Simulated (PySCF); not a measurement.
Species: C8H8OSi.
Numbering: `[CH:1]1=[CH:2][C:3]([c:4]2[cH:5][cH:6][cH:7][o:8]2)=[CH:9][SiH2:10]1` (hydrogens: H11 on C1; H12 on C2; H13 on C5; H14 on C6; H15 on C7; H16 on C9; H17, H18 on Si10)

Structure used (PBE0-D3(BJ)/def2-SVP), in Å, numbered top down from 1:
```
atom  x, y, z in Å
C1    -2.808   -0.306   -0.691
C2    -1.506   -0.143   -0.993
C3    -0.564    0.056    0.142
C4     0.846    0.235   -0.134
C5     1.575    0.249   -1.300
C6     2.932    0.467   -0.925
C7     2.927    0.571    0.436
O8     1.679    0.434    0.916
C9    -1.117    0.054    1.385
Si10  -2.951   -0.210    1.176
H11   -3.568   -0.457   -1.460
H12   -1.122   -0.150   -2.019
H13    1.187    0.115   -2.307
H14    3.799    0.537   -1.579
H15    3.709    0.738    1.172
H16   -0.507    0.193    2.278
H17   -3.795    0.928    1.656
H18   -3.472   -1.464    1.805
```

Method: TDDFT PBE0/def2-SVPD, vertical, gas phase, core orbitals frozen in the response (PySCF).

Ground-to-excited transition dipoles (e·a0, same axes as the geometry; the sign carries no meaning), for the states with f of 0.002 or more among the lowest 8:

```tsv
state	E (hartree)	μx	μy	μz
S1	0.1402	-1.068	-0.106	0.684
S2	0.1737	1.070	0.150	0.045
S3	0.1949	-1.741	-0.230	0.185
S4	0.2071	-0.501	-0.050	0.267
S6	0.2144	0.006	-0.119	0.009
S7	0.2189	-0.028	0.241	-0.014
S8	0.2226	-0.015	0.115	-0.004
```

Problem. What oscillator strength does each state have?

Solution. f = (2/3) ΔE |μ|² with ΔE in hartree (27.2114 eV).

```csv
state,|μ|² (au),|μ| (D),f
S1,1.620,3.24,0.151
S2,1.169,2.75,0.135
S3,3.117,4.49,0.405
S4,0.325,1.45,0.045
S6,0.014,0.30,0.002
S7,0.059,0.62,0.009
S8,0.014,0.30,0.002
```

Problem. What is the point group, and which symmetry does each of these states have?

Solution. Cs. Polarised normal to the mirror plane, so A″: S6, S7 and S8. Polarised in the mirror plane, so A′: S1, S2, S3 and S4.

Problem. What angle do the transition dipoles of S3 and S4 make?

Solution. |cos θ| = |μa·μb| / (|μa| |μb|) = 0.93, so θ ≈ 22° (taken between 0 and 90°, since the signs are arbitrary).

Problem. What peak molar absorption coefficient would the strongest computed level give as a lone Gaussian band 0.3 eV wide at half height?

Solution. ε(max) = 2.175×10⁸ f / FWHM, with the width in cm⁻¹. S3: 2.175×10⁸ × 0.4049 / 2420 ≈ 36000 L mol⁻¹ cm⁻¹.

All these states lie below the vertical ionisation energy of 7.75 eV (ΔSCF).

One conformer stands for the species.
